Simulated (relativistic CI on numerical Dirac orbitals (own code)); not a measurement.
**Au: what numerical and physical settings do to a radial Dirac CI calculation**

Reference input:

```
atom Au  Z=79  charge=0  electrons=79
nucleus A=197  rms_radius_fm=5.4371
hamiltonian dirac-coulomb  breit=on  qed=on  c_scale=1
orbitals kli  potential=per-configuration
slater_scale 1
correlation none
mixing on
grid step=0.0125 r_max=259.4
scf mixing=0.4 start=green max_iterations=150 tolerance=2e-08 node_fill=0.05
configurations
  [Xe] 4f14 5d10 6s
  [Xe] 4f14 5d9 6s2
end
```

Computed lowest total energy -18999.02091 Ha, first excitation 10706.0 cm⁻¹, 26 SCF steps. Runs with settings changed; * marks those that are bad on purpose (the QED terms keep the true α when c is scaled):

| Changed | Outcome | Lowest level | ΔE (Ha) | First excitation (cm⁻¹) | SCF steps | Message |
| --- | --- | --- | --- | --- | --- | --- |
| iteration limit 30, SCF tolerance 0.0001 | converged | 5d10 6s 2S_1/2 | 3.35e-07 | 10705.9 | 19 |  |
| SCF tolerance 0.0001, nuclear radius 4.8934 fm, iteration limit 30 | converged | 5d10 6s 2S_1/2 | -0.658 | 10694.9 | 19 |  |
| nuclear radius 5.9808 fm, speed of light × 0.8, Breit term off | converged | 5d9 6s2 2D_5/2 | -917 | 13660.7 | 31 |  |
| QED terms off, SCF tolerance 1e-05, node fill of the KLI weights 0.2 | converged | 5d10 6s 2S_1/2 | -14.8 | 10208.1 | 24 |  |
| grid step 0.6 * | refused |  |  |  | 0 | the grid has 33 points, outside 40 to 4096 |
| charge -1 * | refused |  |  |  | 0 | configuration [Xe] 4f14 5d10 6s has 79 electrons, the ion has 80 |

With so few configurations and no correlation, terms lie too far apart (by 10 to 50 % near neutrality), their order can be wrong, and levels of other configurations are missing.
